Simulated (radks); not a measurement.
The numbers below are computed, except where a source is named.
Valence configurations of the terbium ion Tb+ (all share [Xe]). Level of theory: scalar-relativistic Kohn-Sham, BLYP, spin-polarised, spherical densities, finite nucleus; open shells are filled with parallel spins first (spin-orbit coupling, left out, can overturn this in heavy ions); Fermi nuclear charge, rms radius 5.06 fm (a radial shooting solver on a logarithmic mesh with Libxc functionals). Energies are relative to 4f9 6s1; eigenvalues in eV for spin up.

4f9 6s1: E (eV) 0.000; moment (Bohr magnetons) 6; e(4f) -10.537; e(6s) -9.077
4f9 6p1: E (eV) 3.504; moment (Bohr magnetons) 6; e(4f) -11.824; e(6p) -6.256
4f8.5 6s1 6p0.5: E (eV) 1.513; moment (Bohr magnetons) 7; e(4f) -15.195; e(6p) -6.442; e(6s) -10.252
4f7 5d2 6s1: E (eV) 7.066; moment (Bohr magnetons) 10; e(4f) -23.870; e(5d) -10.188; e(6s) -10.367
4f8 6s1 6p1: E (eV) 4.795; moment (Bohr magnetons) 8; e(4f) -20.298; e(6p) -7.225; e(6s) -11.377
4f9 5d0.5 6s0.5: E (eV) 0.959; moment (Bohr magnetons) 6; e(4f) -9.687; e(5d) -6.686; e(6s) -8.673
4f8 5d1 6p1: E (eV) 5.360; moment (Bohr magnetons) 8; e(4f) -18.036; e(5d) -9.690; e(6p) -6.623
4f9 5d1: E (eV) 1.983; moment (Bohr magnetons) 6; e(4f) -8.909; e(5d) -6.182
4f8 6s2: E (eV) 1.443; moment (Bohr magnetons) 6; e(4f) -19.155; e(6s) -10.336
4f10: E (eV) 3.965; moment (Bohr magnetons) 4; e(4f) -5.043

NIST lists [Xe] 4f9 6s1 as the ground configuration; this level of theory agrees among the configurations tried. The energies are those of spherical high-spin densities, not of single terms.
